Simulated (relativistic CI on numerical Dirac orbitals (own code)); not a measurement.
Pd+: computed level list

Method of calculation: Dirac-Coulomb-Breit CI, orbitals from a KLI potential per configuration, model QED (radiative potential, 1s self-energy scaled to tabulated hydrogen-like ionisation energies), valence Slater integrals scaled by 0.85, P86 correlation energy added to each configuration (own radial code, finite nucleus).

Configuration list (outside the closed core [Kr]): 4d9, 4d8 5s, 4d8 5p, 4d7 5s2, 4d8 6s, 4d8 5d, 4d8 6p, 4d7 5s 5p, 4d8 4f, 4d8 6d, 4d8 5f, 4d8 5g, 4d8 6f, 4d8 6g, 4d7 5s 6s, 4d7 5p2. Levels of other configurations are missing.

The lowest level is 4d9 2D_5/2, with 99 % of that term; Hund's rules for 4d9 give 2D with J = 5/2, in agreement.

```
No.  Configuration  Term     J  E (cm⁻¹)   %  Next component (%)  Landé g
  1            4d9    2D   5/2       0.0  99         1 4d8 5s 2D    1.200
  2            4d9    2D   3/2    3302.8  99         1 4d8 5s 2D    0.799
  3         4d8 5s    4F   9/2   25397.8  99                1 2G    1.333
  4         4d8 5s    4F   7/2   27362.2  94                5 2F    1.232
  5         4d8 5s    4F   5/2   29089.4  97                1 2D    1.029
  6         4d8 5s    4F   3/2   30104.7  94                5 2D    0.420
  7         4d8 5s    2F   7/2   33022.2  93                5 4F    1.146
  8         4d8 5s    2F   5/2   35373.8  71               19 2D    0.985
  9         4d8 5s    4P   5/2   37730.0  67               20 2F    1.399
 10         4d8 5s    4P   3/2   38917.5  52               37 2D    1.313
 11         4d8 5s    4P   1/2   40290.3  98                1 2S    2.662
 12         4d8 5s    4P   3/2   40871.4  48               44 2D    1.269
 13         4d8 5s    2D   5/2   42115.0  67               24 4P    1.274
 14         4d8 5s    2G   9/2   45438.1  98                1 4F    1.112
 15         4d8 5s    2P   3/2   45530.7  84               13 2D    1.264
 16         4d8 5s    2G   7/2   45545.4  98                1 2F    0.891
 17         4d8 5s    2P   1/2   46066.8  96        2 4d7 5s2 2P    0.678
 18         4d8 5p   4D°   7/2   63242.4  91               6 4F°    1.412
 19         4d8 5p   4D°   5/2   65766.3  89               5 4F°    1.341
 20         4d8 5p   4G°   9/2   65789.4  45              30 2G°    1.190
 21         4d8 5p   4G°  11/2   66576.8  99               1 2H°    1.272
 22         4d8 5p   4D°   3/2   67767.4  93               3 4F°    1.174
 23         4d8 5p   4G°   7/2   67781.8  50              30 4F°    1.081
 24         4d8 5p   4F°   9/2   67807.6  68              27 2G°    1.267
 25         4d8 5p   4D°   1/2   68802.3  94               5 2P°    0.029
 26         4d8 5p   4G°   5/2   69303.3  71              18 4F°    0.703
 27         4d8 5s    2S   1/2   69346.8  97                1 4P    1.998
 28         4d8 5p   2F°   7/2   69440.8  34              32 4G°    1.113
 29         4d8 5p   4G°   9/2   70228.2  51              42 2G°    1.157
 30         4d8 5p   4F°   3/2   70685.1  58              35 2D°    0.603
 31         4d8 5p   4F°   5/2   70778.9  61              17 4G°    0.956
 32         4d8 5p   2F°   7/2   71333.0  43              31 4F°    1.110
 33         4d8 5p   2D°   5/2   71360.3  60              29 2F°    1.092
 34         4d8 5p   2G°   7/2   72434.2  56              21 2F°    0.984
 35         4d8 5p   2D°   3/2   73388.9  39              33 4F°    0.853
 36        4d7 5s2    4F   9/2   73846.0  93        4 4d7 5p2 4F    1.327
 37         4d8 5p   2F°   5/2   74299.7  50              36 2D°    1.007
 38         4d8 5p   4P°   5/2   75735.5  71              10 2D°    1.466
 39         4d8 5p   4P°   3/2   75821.3  64              24 2D°    1.472
 40         4d8 5p   4P°   1/2   75995.0  72              24 2P°    2.126
 41        4d7 5s2    4F   7/2   76471.7  95        4 4d7 5p2 4F    1.236
 42         4d8 5p   2F°   5/2   77893.8  62              16 2D°    0.997
 43        4d7 5s2    4F   5/2   78090.0  94        4 4d7 5p2 4F    1.031
 44         4d8 5p   2P°   1/2   78410.0  66              25 4P°    1.212
 45         4d8 5p   2F°   7/2   78501.6  52              39 4D°    1.242
```

Energies count from the lowest computed level; ° marks odd parity.

The mean weight of the leading LS term, summed over parents, in these 45 levels is 75 %, and that of the leading jj configuration (from the same eigenvectors) 58 %, so LS coupling describes them better.

For a near-neutral ion this model can misplace configurations by up to about 10,000 cm⁻¹ (more where the count of f electrons changes) and terms by 10 to 25 % of their spread. Rates follow the energies as ν³ (E1, M1) or ν⁵ (E2), so they and the lifetimes can be off by large factors. The fine structure of a lone outer electron comes out too small, for d and f at times inverted, and misplaced configurations move strength between like terms. 16 of the 36 excited levels that our extract of the measured tables holds in this range could be paired (the sources list more); they are missed by 994 cm⁻¹ on average and 2379 at most, and levels without a partner can miss by more.

LS names give the leading component of a level, which can be under half, so a name can repeat, a term be missing and a line seem to break the LS rules.
